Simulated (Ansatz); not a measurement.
XPt3: PBE0-D4/def2-TZVPD single points in Ansatz on relaxed structures, gas phase. Each cluster is the lowest isomer that a short search found in that spin, judged at the geometry's level, and lower ones may exist. Core potentials for Mo, Pt, W, no spin–orbit coupling. HOMO and LUMO are taken over both spins. Singlets are spin-restricted. The spins of the ions were chosen, not always searched. A dash marks a value that wasn't run or was left out as unsound. The structures are stationary points that may keep the symmetry of their start. Remarks come from the PBE and PBE0 runs and from stability tests at other levels; not every state was tested. A HOMO above zero means that the electron is unbound at that level and held by the basis, or that self-interaction error raises the level; the energy of removing that electron tells which. HOMO above LUMO (over both spins in singlets and doublets, within one spin in higher multiplets; at PBE or PBE0), or a gap under 0.15 eV within one spin, warns that the state may not be the lowest or that an electron is smeared out.

```
species  atoms                         state            geometry  HOMO (eV)  LUMO (eV)  gap (eV)  vertical EA (eV)  point group (within 0.1 Å)                                                                                                                remarks
  LiPt3      4  doublet; reduced ion triplet    PBE-D4/def2-TZVP      -5.20      -2.65      2.55              1.25                         C3v  HOMO above zero (-1 triplet), gap within one spin near zero at PBE or PBE0 (-1 triplet), HOMO above LUMO (-1 triplet)
   KPt3      4                       doublet  r2SCAN-D4/def2-SVP      -4.56      -2.15      2.41                 –                         C3v                                                                                                                      –
  MoPt3      4                       singlet     PBE-D4/def2-SVP      -6.31      -4.27      2.04              3.08                         C3v                                                                            triplet lower at PBE0, restricted, untested
   Pt3W      4                       singlet     PBE-D4/def2-SVP      -6.28      -4.18      2.10              2.93                         C3v                                                                                                                      –
```

The gap (eV) runs from 2.04 (MoPt3) to 2.55 (LiPt3). The vertical EA (eV) runs from 1.25 (LiPt3) to 3.08 (MoPt3).
